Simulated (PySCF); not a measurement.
Two species compared at the same levels of theory.

First species: C5H7ClF2Si.
SMILES with atom numbers: `[F:1][CH:2]([F:3])[C@H:4]1[CH:5]=[C:6]1[SiH2:7][CH2:8][Cl:9]` (hydrogens: H10 on C2; H11 on C4; H12 on C5; H13, H14 on Si7; H15, H16 on C8)

Second species: C6H12O2SSi.
SMILES: `C[Si@@H](OC=O)SC1(C)CC1`

Levels: PBE0/pcSseg-1 for dipole moment, HOMO energy, LUMO energy and HOMO–LUMO gap; GFN2-xTB for rotational constant A and rotational constant C. Geometries: GFN2-xTB. Each structure is a single optimised conformer of the isolated species, non-relativistic unless stated; the electronic structure was computed with PySCF and density fitting.

The conformers computed, where there is a choice (atom-mapped SMILES and torsion angles):
- `[F:1][CH:2]([F:3])[C@H:4]1[CH:5]=[C:6]1[SiH2:7][CH2:8][Cl:9]`: F1–C2–C4–C5 96°, C5–C6–Si7–C8 120°, C6–Si7–C8–Cl9 -62°
- `[CH3:1][Si@@H:2]([O:3][CH:4]=[O:5])[S:6][C:7]1([CH3:8])[CH2:9][CH2:10]1`: C1–Si2–O3–C4 -60°, Si2–O3–C4–O5 -2°, C1–Si2–S6–C7 -177°, Si2–S6–C7–C8 81°

Problem. Which of the two has the higher HOMO energy, and by how much?

Solution. The second: -7.10 eV against -7.88 eV, a difference of 0.78 eV.

Problem. Which has the higher rotational constant A?

Solution. The second: 1.721 GHz against 1.502 GHz, a difference of 0.219 GHz.

Problem. Which of the two has the higher LUMO energy, and by how much?

Solution. The second: -0.16 eV against -1.15 eV, a difference of 0.99 eV.

Problem. Which has the higher rotational constant C?

Solution. The first: 0.622 GHz against 0.517 GHz, a difference of 0.105 GHz.

Problem. Which has the higher dipole moment?

Solution. The first: 3.15 D against 1.58 D, a difference of 1.57 D.

Problem. Which of the two has the higher HOMO–LUMO gap, and by how much?

Solution. The second: 6.94 eV against 6.73 eV, a difference of 0.21 eV.

On the first: The dipole equals about 10.5 × 10⁻³⁰ C·m (1 D = 3.33564 × 10⁻³⁰ C·m).

On the second: The dipole equals about 5.3 × 10⁻³⁰ C·m (1 D = 3.33564 × 10⁻³⁰ C·m). A dipole of 1.58 D is allowed in C1, and pure rotational transitions are dipole-allowed.
